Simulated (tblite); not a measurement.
A geometry optimisation, step by step.

Species: C5H7F3P (charge +1).
Atom-mapped SMILES: `[F:1][C:2]([F:3])([F:4])[C:5]1=[CH:6][PH2+:7][CH2:8][CH2:9]1` (hydrogens: H10 on C6; H11, H12 on P7; H13, H14 on C8; H15, H16 on C9)
Bond orders are those of one Lewis drawing.

Computed with GFN2-xTB (tblite), gas phase: L-BFGS steps from a force-field or distance-geometry start until the largest atomic force falls under 0.01 eV/Å. 6 of its 65 geometries are shown.

Step 0: E = -830.4923 eV, largest atomic force 1.854 eV/Å
```
atom  x, y, z in Å  |  force x, y, z in eV/Å
F1      2.811   -0.005   -1.309   -0.602  -0.044   0.783
C2      2.209   -0.080   -0.099    1.829  -0.300   0.024
F3      2.616   -1.264    0.465   -0.510   1.023  -0.445
F4      2.741    0.912    0.665   -0.508  -0.678  -0.481
C5      0.725    0.014   -0.153   -1.252   0.169  -0.471
C6     -0.029    0.157   -1.274    1.674  -0.084   0.183
P7     -1.743    0.290   -0.927   -0.607  -0.180  -0.009
C8     -1.500   -0.285    0.791   -0.710  -0.145   0.000
C9     -0.035   -0.018    1.139   -0.051   0.407  -0.103
H10     0.395    0.202   -2.265    0.049   0.043  -0.083
H11    -2.522   -0.551   -1.754    0.317   0.533   0.462
H12    -2.163    1.626   -1.048    0.015  -0.529  -0.014
H13    -1.705   -1.367    0.818    0.001   0.161  -0.042
H14    -2.192    0.199    1.475   -0.071   0.001   0.183
H15     0.330   -0.779    1.819    0.231  -0.112   0.131
H16     0.054    0.958    1.648    0.194  -0.265  -0.118
```

Step 13: E = -830.6601 eV, largest atomic force 0.057 eV/Å
```
atom  x, y, z in Å  |  force x, y, z in eV/Å
F1      2.774   -0.004   -1.301    0.002  -0.005   0.001
C2      2.221   -0.081   -0.096    0.023   0.003   0.007
F3      2.586   -1.239    0.457   -0.001  -0.014  -0.008
F4      2.723    0.900    0.656    0.002   0.022   0.002
C5      0.710    0.021   -0.155    0.000  -0.008  -0.007
C6      0.026    0.163   -1.296   -0.002   0.019  -0.011
P7     -1.718    0.276   -0.925    0.004  -0.013   0.008
C8     -1.533   -0.280    0.798    0.015   0.001   0.037
C9     -0.047   -0.019    1.133    0.003  -0.006  -0.012
H10     0.458    0.220   -2.283   -0.013   0.019   0.003
H11    -2.517   -0.521   -1.710    0.004  -0.015   0.005
H12    -2.181    1.569   -1.055   -0.005  -0.018  -0.014
H13    -1.738   -1.356    0.827    0.005   0.001  -0.009
H14    -2.218    0.203    1.495    0.001   0.057  -0.007
H15     0.355   -0.784    1.802   -0.027  -0.004  -0.014
H16     0.091    0.943    1.640   -0.012  -0.038   0.018
```

Step 26: E = -830.6704 eV, largest atomic force 0.124 eV/Å
```
atom  x, y, z in Å  |  force x, y, z in eV/Å
F1      2.782    0.004   -1.304   -0.010   0.016   0.042
C2      2.231   -0.067   -0.097   -0.046  -0.012   0.021
F3      2.591   -1.226    0.459    0.018   0.017  -0.018
F4      2.735    0.915    0.654   -0.008  -0.007  -0.031
C5      0.716    0.029   -0.155    0.034   0.018  -0.026
C6      0.036    0.203   -1.294   -0.053   0.018   0.024
P7     -1.713    0.249   -0.943   -0.090  -0.011   0.085
C8     -1.538   -0.236    0.805   -0.057   0.007  -0.010
C9     -0.039   -0.067    1.130    0.020  -0.015   0.009
H10     0.461    0.327   -2.277    0.051  -0.043  -0.023
H11    -2.479   -0.629   -1.676    0.064   0.021  -0.040
H12    -2.252    1.504   -1.135    0.013  -0.015  -0.014
H13    -1.833   -1.286    0.906    0.007   0.008  -0.021
H14    -2.181    0.346    1.467    0.013   0.030   0.016
H15     0.329   -0.897    1.736    0.028  -0.058   0.003
H16     0.147    0.839    1.715    0.015   0.026  -0.017
```

Step 38: E = -830.6761 eV, largest atomic force 0.037 eV/Å
```
atom  x, y, z in Å  |  force x, y, z in eV/Å
F1      2.776    0.023   -1.305    0.011   0.010  -0.002
C2      2.227   -0.055   -0.098    0.002   0.006  -0.007
F3      2.600   -1.211    0.454    0.025   0.010   0.003
F4      2.723    0.933    0.650    0.011  -0.005   0.006
C5      0.715    0.031   -0.154   -0.037  -0.001   0.006
C6      0.032    0.230   -1.287    0.002  -0.001  -0.019
P7     -1.719    0.236   -0.943    0.026   0.001  -0.020
C8     -1.546   -0.198    0.819    0.017  -0.005   0.023
C9     -0.033   -0.108    1.129   -0.015  -0.001   0.004
H10     0.466    0.365   -2.265   -0.006  -0.013   0.005
H11    -2.407   -0.693   -1.688   -0.017  -0.002   0.000
H12    -2.306    1.457   -1.194    0.007   0.006   0.014
H13    -1.907   -1.220    0.967   -0.014  -0.007   0.005
H14    -2.136    0.455    1.465   -0.012   0.014  -0.007
H15     0.313   -0.990    1.675   -0.006   0.000  -0.004
H16     0.196    0.754    1.764    0.004  -0.013  -0.006
```

Step 51: E = -830.6780 eV, largest atomic force 0.024 eV/Å
```
atom  x, y, z in Å  |  force x, y, z in eV/Å
F1      2.775    0.064   -1.305    0.000   0.006  -0.009
C2      2.231   -0.035   -0.097   -0.001   0.001  -0.008
F3      2.632   -1.187    0.444   -0.002   0.017   0.011
F4      2.710    0.958    0.655   -0.012  -0.014   0.014
C5      0.715    0.023   -0.152    0.009  -0.007  -0.011
C6      0.035    0.228   -1.286   -0.008   0.007  -0.001
P7     -1.715    0.215   -0.950   -0.017  -0.006   0.015
C8     -1.552   -0.168    0.825   -0.012  -0.003   0.005
C9     -0.034   -0.151    1.126    0.004  -0.003   0.004
H10     0.472    0.378   -2.261    0.007  -0.005  -0.011
H11    -2.387   -0.737   -1.682   -0.008   0.001   0.005
H12    -2.325    1.422   -1.215    0.015   0.004  -0.018
H13    -1.982   -1.152    1.031    0.009   0.017  -0.006
H14    -2.097    0.559    1.433    0.017  -0.014   0.000
H15     0.284   -1.074    1.619   -0.002   0.007   0.002
H16     0.230    0.666    1.804    0.001  -0.009   0.008
```

Step 64: E = -830.6789 eV, largest atomic force 0.009 eV/Å
```
atom  x, y, z in Å  |  force x, y, z in eV/Å
F1      2.777    0.100   -1.300    0.009   0.003   0.000
C2      2.230   -0.022   -0.095    0.000   0.001  -0.004
F3      2.653   -1.169    0.439   -0.003   0.000   0.002
F4      2.684    0.974    0.669    0.001  -0.004   0.002
C5      0.715    0.012   -0.155   -0.001   0.001  -0.002
C6      0.034    0.215   -1.289   -0.001  -0.004   0.000
P7     -1.716    0.208   -0.952    0.001   0.002   0.001
C8     -1.553   -0.152    0.829    0.005   0.005   0.001
C9     -0.033   -0.174    1.122    0.002   0.002  -0.005
H10     0.470    0.365   -2.264    0.000   0.001   0.004
H11    -2.397   -0.749   -1.669    0.000   0.000   0.004
H12    -2.311    1.416   -1.240   -0.004  -0.005   0.001
H13    -2.012   -1.117    1.057   -0.002  -0.001  -0.003
H14    -2.068    0.603    1.427   -0.002   0.001   0.004
H15     0.269   -1.116    1.589   -0.002   0.003  -0.001
H16     0.252    0.617    1.822   -0.003  -0.004  -0.005
```

Task: Summarise the path.

Result: The energy falls by 0.1866 eV from step 0 to step 64; nine tenths of that is first reached at step 14. It falls at every step. The largest force goes from 1.854 to 0.009 eV/Å. Among the bonds C2–F3 changes most, from 1.373 to 1.334 Å; the atoms move by 0.255 Å rms after alignment.

The cost below is that of the whole relaxation. The run took 0.44 s on one thread of an Arm Neoverse V1, no GPU, shared host.
